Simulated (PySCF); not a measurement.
PySCF input:

```python
from pyscf import gto, scf, dft

mol = gto.M(
    atom='''
    Si   -0.02582869   -0.13793451    0.08542604
    O    -0.27133170   -1.44900926    0.89740510
    N    -1.48841484    0.70531776   -0.50142661
    N     0.84318350    1.16530060    0.94625399
    N     0.93713549   -0.31174475   -1.41027402
    H    -2.31721530    0.14489133   -0.34381413
    H    -1.61619756    1.59323093   -0.03259443
    H     1.76137833    1.32158452    0.55000225
    H     0.95880131    0.93739008    1.92631469
    H     0.37387322   -0.14287968   -2.23413204
    H     1.32828609   -1.24317529   -1.48285525
    ''',
    basis='def2-tzvpd',
    charge=-1,
    spin=0,
    verbose=4,
)

mf = dft.RKS(mol, xc='tpssh').density_fit(auxbasis='def2-universal-jkfit')
mf.grids.level = 3
mf.conv_tol = 1e-9
mf.max_cycle = 100
mf.max_memory = 1500
mf.kernel()
if not mf.converged:
    mf = mf.newton()
    mf.kernel(mf.make_rdm1())
mf.analyze()
```

Task: What final total energy does it print?

Result: -532.88988 Eh (TPSSh/def2-TZVPD).

It need not be the lowest isomer of its formula. Whether it binds its extra electron was not tested at this geometry.
